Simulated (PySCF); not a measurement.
SMILES CCCCC(F)(F)F (C5H9F3) at its GFN2-xTB optimised geometry (Å):

```
17

C      1.7931    -1.7660    -0.0015
C      1.2379    -0.3474     0.0000
C     -0.2889    -0.3474     0.0000
C     -0.8494     1.0751     0.0000
C     -2.3626     1.0669    -0.0054
F     -2.8798     0.4451     1.0657
F     -2.8718     0.4509    -1.0835
F     -2.8747     2.3097    -0.0039
H      1.4624    -2.3042    -0.8865
H      2.8798    -1.7496     0.0043
H      1.4530    -2.3097     0.8766
H      1.6001     0.1842     0.8825
H      1.6000     0.1857    -0.8816
H     -0.6528    -0.8774    -0.8828
H     -0.6528    -0.8773     0.8829
H     -0.5210     1.6221    -0.8858
H     -0.5269     1.6199     0.8893
```

Computed with PySCF with PBE0/def2-SVP. Cells within 0.4 Å of a nucleus heavier than hydrogen are left out (blank, or x).

Map of the electron localisation function on the plane z = 1.2 Å:

```
|000000000000000000000000000|
|000000000000000000000000000|
|000000000000000000000000000|
|000000000000000000000000000|
|000000000000000000000000000|
|000011210001100000000000000|
|000023420017862000000000000|
|000023310079996000000000000|
|000000000099998000000000000|
|000000000099995001210000000|
|001467630069980028972000000|
|002688x71014310199996000000|
|00268xx83000000499997000000|
|001588883003310399994000000|
|000357750079950179840000000|
|000023310399980012100000000|
|000000000899980000000000000|
|000000000899930046411221000|
|000000000377300799931221000|
|000000000000002999960010000|
|000000000000005999960000000|
|000000000000004999940000000|
|000000000000000588510000000|
|000000000000000011000000000|
|000000000000000000000000000|
|000000000000000000000000000|
|000000000000000000000000000|
```
Scale: ten equal steps from 0.000 (start of '0') to 0.998 (end of '9'), in the order '0123456789'; x runs from -5.00 to 5.00, y from -5.00 (bottom) to 5.00 (top).
